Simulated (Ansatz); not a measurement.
Start from `B[SiH2]OC[SiH3]` and change one atom or group to get `[AlH2][O]C[SiH3]`.

Ansatz, PBE0-D4/def2-TZVP geometries, multiplicity 1. Each molecule was computed in one conformer, which needn't be the lowest.

```
                               property  `B[SiH2]OC[SiH3]`
  HOMO–LUMO gap (B3LYP/def2-TZVPP) / eV               4.89
  LUMO energy (ωB97M-V/def2-TZVPP) / eV              -0.55
      LUMO energy (PBE/def2-TZVPP) / eV              -3.53
      HOMO energy (PBE/def2-TZVPP) / eV              -6.44
HOMO–LUMO gap (ωB97M-V/def2-TZVPP) / eV               9.49
     LUMO energy (PBE0/def2-TZVPP) / eV              -2.51
```

**Question.** Give the same properties after the change, and the shifts. (An estimate is asked.)

**Answer.** Computed: 
```
                               property  `[AlH2][O]C[SiH3]`  shift
  HOMO–LUMO gap (B3LYP/def2-TZVPP) / eV                6.18   1.29
  LUMO energy (ωB97M-V/def2-TZVPP) / eV                0.52   1.07
      LUMO energy (PBE/def2-TZVPP) / eV               -1.85   1.68
      HOMO energy (PBE/def2-TZVPP) / eV               -6.36   0.08
HOMO–LUMO gap (ωB97M-V/def2-TZVPP) / eV               10.50   1.01
     LUMO energy (PBE0/def2-TZVPP) / eV               -1.08   1.43
```

With PBE0 the HOMO rises by 0.13 eV and the LUMO rises by 1.43 eV, so the gap widens by about 1.30 eV. PBE moves the HOMO by 0.08 eV and ωB97M-V by 0.06 eV.

B3LYP here is the variant with VWN-RPA as its local correlation; programs differ in this.
